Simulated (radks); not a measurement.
Results of a calculation; reference values are marked as such.
Radial electron density D(r) = 4 pi r^2 rho(r) of an atom or ion with 45 electrons. Level of theory: scalar-relativistic Kohn-Sham, LDA (Slater exchange, VWN5 correlation), spin-polarised, spherical densities, finite nucleus; Fermi nuclear charge, rms radius of each element as measured or else 0.836 A^(1/3) + 0.57 fm (a radial shooting solver on a logarithmic mesh with Libxc functionals).

r (bohr)  D(r) (e/bohr)   spin D(r)
0.001198          3.057  -0.0000134
0.00156           4.764  -0.0000209
0.002048          7.431  -0.0000324
0.002688          11.40  -0.0000496
0.0035            16.90  -0.0000731
0.004593          24.66   -0.000106
0.006029          34.66   -0.000147
0.007851          46.03   -0.000193
0.01031           58.00   -0.000238
0.01353           67.59   -0.000262
0.01775           71.75   -0.000217
0.02312           69.48   0.0000621
0.03035           64.08     0.00128
0.03983           63.77     0.00589
0.05186           74.15      0.0206
0.06808           89.43      0.0627
0.08936           91.94       0.158
0.1164            77.46       0.314
0.1527            67.21       0.473
0.2005            75.86       0.455
0.261             75.50       0.185
0.3426            47.92   -0.000342
0.4497            26.99       0.475
0.5856            29.26        1.32
0.7686            27.09        1.52
1.009             13.23       0.878
1.314             3.382       0.261
1.724            0.3777      0.0326
2.263           0.01553     0.00139
2.947         0.0001998   0.0000171

What is the nuclear charge?

Answer. Z = 55. The innermost maximum, from 1s, lies near gamma/Z bohr with gamma = sqrt(1 - (Z/c)^2) = 0.916, here 0.0167 bohr (found: 0.0183), and its height grows with Z. The density is that of the caesium ion Cs10+ in [Kr] 4d9; the configuration itself is not fixed sharply by these data, and Z only to a few units. D(r) has 4 maxima, at r = 0.0183, 0.0805, 0.230, 0.650 bohr, and minima at 0.0353, 0.152, 0.483 bohr, inside which lie 1.97, 11.16, 29.05 electrons.
